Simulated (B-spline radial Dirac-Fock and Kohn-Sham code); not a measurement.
## Auger parameter of bismuth: the M5 level and its strongest M5-NN line

The computed values come from a radial finite-basis atomic code: Dirac-Fock energy differences between relaxed states, corrected for Breit and QED terms. The modified Auger parameter α′ is the binding energy plus the kinetic energy of the Auger electron; it does not depend on the energy zero. For free ions it tends to fall with charge, since less charge screens the final holes.

```
            species           configuration  binding 3d5/2 (eV)  Auger line  kinetic (eV)  α′ (eV)
                 Bi  [Xe] 4f14 5d10 6s2 6p3              2589.0    N6N7 J=6        2221.9   4810.9
                Bi⁺  [Xe] 4f14 5d10 6s2 6p2              2598.0    N6N7 J=6        2211.5   4809.5
 Bi⁺ (Watson 2.2 Å)  [Xe] 4f14 5d10 6s2 6p2              2591.6    N6N7 J=6        2218.0   4809.6
               Bi²⁺  [Xe] 4f14 5d10 6s2 6p1              2608.2    N6N7 J=6        2200.3   4808.4
Bi²⁺ (Watson 1.8 Å)  [Xe] 4f14 5d10 6s2 6p1              2592.6    N6N7 J=6        2216.1   4808.7
Bi²⁺ (Watson 2.2 Å)  [Xe] 4f14 5d10 6s2 6p1              2595.2    N6N7 J=6        2213.3   4808.5
               Bi³⁺      [Xe] 4f14 5d10 6s2              2619.2    N6N7 J=6        2188.2   4807.5
Bi³⁺ (Watson 1.8 Å)      [Xe] 4f14 5d10 6s2              2595.4    N6N7 J=6        2212.2   4807.5
               Bi⁴⁺      [Xe] 4f14 5d10 6s1              2632.7    N6N7 J=6        2174.0   4806.7
Bi⁴⁺ (Watson 2.7 Å)      [Xe] 4f14 5d10 6s1              2611.4    N6N7 J=6        2195.3   4806.7
  Bi⁴⁺ (Watson 3 Å)      [Xe] 4f14 5d10 6s1              2613.5    N6N7 J=6        2193.2   4806.7
               Bi⁵⁺          [Xe] 4f14 5d10              2647.0    N6N7 J=6        2159.0   4806.0
Bi⁵⁺ (Watson 1.8 Å)          [Xe] 4f14 5d10              2607.0    N6N7 J=6        2199.0   4806.0
```
